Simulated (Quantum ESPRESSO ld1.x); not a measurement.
Input (ld1.x (Quantum ESPRESSO 7.5)):

```
 &input
    zed=15.0,
    iswitch=1,
    rel=1,
    lsd=1,
    dft='PW',
    config='[He] 2s2 2p3 4d1',
    verbosity='high',
    prefix='ld1',
    max_out_wfc=37,
    file_charge='ld1.rho',
 /
```

Output (excerpt):

```
     Program LD1 v.7.5 starts

     --------------------------- All-electron run ----------------------------

     scalar relativistic calculation

     atomic number is 15.00
     dft =PW   lsd =1 sic =0 latt =0  beta=0.20 tr2=1.0E-14
     Exchange-correlation= PW
                           (   1   4   0   0   0   0   0)
     mesh =1915 r(mesh) =  99.87804 a.u. xmin = -8.00 dx = 0.00800
     1 Ry =  13.60569312 eV, c = 137.03599908

     n l     nl                  e(Ry)          e(Ha)          e(eV)
     1 0     1S 1( 1.00)    -171.173540801     -85.586770400  -2328.9346669
     2 0     2S 1( 1.00)     -27.504866933     -13.752433466   -374.2227789
     2 1     2P 1( 3.00)     -24.512687644     -12.256343822   -333.5121057
     4 2     4D 1( 1.00)      -4.018163418      -2.009081709    -54.6698984
     1 0     1S 2( 1.00)    -170.572094357     -85.286047179  -2320.7515712
     2 0     2S 2( 1.00)     -26.455530064     -13.227765032   -359.9458235
     2 1     2P 2( 0.00)     -23.305413396     -11.652706698   -317.0863028
     4 2     4D 2( 0.00)      -3.780115721      -1.890057860    -51.4310945

     final scf error:  3.2E-15 reached in  19 iterations

     Etot =    -614.581929 Ry,    -307.290964 Ha,   -8361.813121 eV
     Total magnetization:    4.00 Bohr mag.

     Ekin =     616.697657 Ry,     308.348828 Ha,    8390.599068 eV
     Encl =   -1350.768544 Ry,    -675.384272 Ha,  -18378.142295 eV
     Eh   =     151.799386 Ry,      75.899693 Ha,    2065.335866 eV
     Exc  =     -32.310427 Ry,     -16.155214 Ha,    -439.605759 eV
```

Run on one thread of a shared host, so times are rough (Intel(R) Xeon(R) Processor @ 2.60GHz): 0.53 s of CPU time, 1.3 s wall, 19 iterations on 1915 mesh points.
